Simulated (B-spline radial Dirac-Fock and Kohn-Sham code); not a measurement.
## Dipole and non-dipole photoemission parameters of Cd 3p3/2

System: neutral cadmium in the configuration 1s2 2s2 2p6 3s2 3p6 3d10 4s2 4p6 4d10 5s2; threshold 618.4 eV (tabulated edge). Calculated with a radial B-spline solver, using Dirac-Hartree-Slater photoionisation with a Latter tail; cross sections with all multipoles, angular parameters from the dipole term and its interference with E2.

The run's input, task.json:

```json
{"items": [{
  "Z": 48,
  "q": 0,
  "cfg": [[1, 0, 2], [2, 0, 2], [2, 1, 6], [3, 0, 2], [3, 1, 6], [3, 2, 10], [4, 0, 2], [4, 1, 6], [4, 2, 10], [5, 0, 2]],
  "A": 114,
  "rrms": 4.6087,
  "do": "xps",
  "hv": [86.4, 99.0, 127.0, 134.0, 200, 210.0, 256.0, 300, 365.0, 367.0, 373.0, 503.0, 600, 627.0, 644.0, 800, 1140.0, 1230.0, 1253.6, 1400.0, 1620.0, 2000, 2984.4, 4570.0, 5710.0, 6000, 7410.0, 10100.0, 11900.0, 12900.0],
  "edges": {"K": 26711.0, "L1": 4018.0, "L2": 3727.0, "L3": 3538.0, "M1": 772.0, "M2": 652.6, "M3": 618.4, "M4": 411.9, "M5": 405.2, "N1": 109.8, "N2": 63.9, "N3": 63.9}
}]}
```

Launch: `python xray2_run.py task.json out`

For linearly polarised light dσ/dΩ = σ/(4π) [1 + β P₂(cos θ) + (δ + γ cos²θ) sin θ cos φ], with θ from the polarisation vector and φ the angle between the beam and the projection of the electron momentum on the plane normal to the polarisation.

```
hν (eV)  σ (kb)       β       γ       δ
    627     290  -0.284  -0.145   0.025
    644     356   0.054  -0.249  -0.002
    800       ?       ?       ?       ?
   1140     182   1.483   0.088   0.009
   1230     162   1.525   0.043   0.006
 1253.6     157   1.534   0.033   0.006
   1400     130   1.578  -0.009   0.004
   1620     100   1.615  -0.031   0.003
   2000    66.9   1.640   0.000   0.005
 2984.4    28.5   1.628   0.216   0.011
   4570    10.3   1.556   0.593   0.023
   5710    5.87   1.500   0.825   0.033
   6000    5.15   1.486   0.880   0.036
   7410    2.92   1.420   1.115   0.050
  10100    1.23   1.307   1.463   0.081
  11900   0.760   1.240   1.643   0.102
  12900   0.598   1.206   1.730   0.114
```

Q: Give the values at 800 eV.

A: σ = 293 kb, β = 1.053, γ = 0.287, δ = 0.072.
